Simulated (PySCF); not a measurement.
Radial density of Te⁻ (tellurium, charge -1)

UHF, [Kr] 4d10 5s2 5p5, 2P determinant. All numbers are calculated (PySCF 2.14, scalar relativity by spin-free X2C-1e, in x2c-QZVPPall with one added diffuse shell each of s, p, d, f type (14s10p8d5f1g, 128 functions)).

```json
{"r (bohr)": "0.0301", "4πr²ρ (e/bohr)": "60.68", "4πr²(ρα − ρβ)": "0.0072"}
{"r (bohr)": "0.0507", "4πr²ρ (e/bohr)": "64.65", "4πr²(ρα − ρβ)": "0.0158"}
{"r (bohr)": "0.0853", "4πr²ρ (e/bohr)": "86.95", "4πr²(ρα − ρβ)": "0.0081"}
{"r (bohr)": "0.143", "4πr²ρ (e/bohr)": "63.37", "4πr²(ρα − ρβ)": "-0.0029"}
{"r (bohr)": "0.241", "4πr²ρ (e/bohr)": "72.39", "4πr²(ρα − ρβ)": "0.0295"}
{"r (bohr)": "0.406", "4πr²ρ (e/bohr)": "34.58", "4πr²(ρα − ρβ)": "0.0031"}
{"r (bohr)": "0.683", "4πr²ρ (e/bohr)": "26.44", "4πr²(ρα − ρβ)": "0.0633"}
{"r (bohr)": "1.15", "4πr²ρ (e/bohr)": "12.60", "4πr²(ρα − ρβ)": "0.0145"}
{"r (bohr)": "1.93", "4πr²ρ (e/bohr)": "3.899", "4πr²(ρα − ρβ)": "0.4404"}
{"r (bohr)": "3.25", "4πr²ρ (e/bohr)": "1.644", "4πr²(ρα − ρβ)": "0.2744"}
{"r (bohr)": "5.46", "4πr²ρ (e/bohr)": "0.2211", "4πr²(ρα − ρβ)": "0.0213"}
{"r (bohr)": "9.19", "4πr²ρ (e/bohr)": "0.007757", "4πr²(ρα − ρβ)": "-0.0008"}
{"r (bohr)": "15.5", "4πr²ρ (e/bohr)": "1.172e-05", "4πr²(ρα − ρβ)": "0.0000"}
```

Densities and radii are taken from the X2C orbitals without a picture-change correction, which distorts them close to the nucleus.

Task: Where is the radial spin density 4πr²(ρα − ρβ) most negative, and why is it negative at all?

Result: Around r = 0.143 bohr, down to -0.0029 e/bohr: exchange with the open shell polarises the paired shells in an unrestricted calculation.
